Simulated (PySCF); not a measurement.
**Correlation energy of F²⁺ (fluorine, charge +2)**

[He] 2s2 2p3, high-spin 4S determinant. Calculation: PySCF 2.14, in cc-pVDZ; no relativity, point nucleus. Frozen: 1s2; 5 electrons correlated.

MP2 pair energies summed by pair of shells (mhartree):

```
 pair  energy  share (%)
2s-2p  -46.34       67.7
2p-2p  -15.19       22.2
2s-2s   -6.96       10.2
```

Total MP2 correlation energy: -68.49 mhartree.

Same-spin part -17.48 and opposite-spin part -51.01 mhartree; SCS-MP2 scales them by 1/3 and 6/5 to -67.04 mhartree.

| level | correlation energy (mhartree) |
| --- | --- |
| CCSD | -82.10 |
| (T) | -0.38 |
| CCSD(T) | -82.48 |

Diagnostics: T1 = 0.0028, D1 = 0.0049, largest double amplitude 0.033.

Cost of the coupled-cluster step: 0.22 s of wall time on 1 thread of Neoverse-V1 (shared host), for 5 correlated electrons.
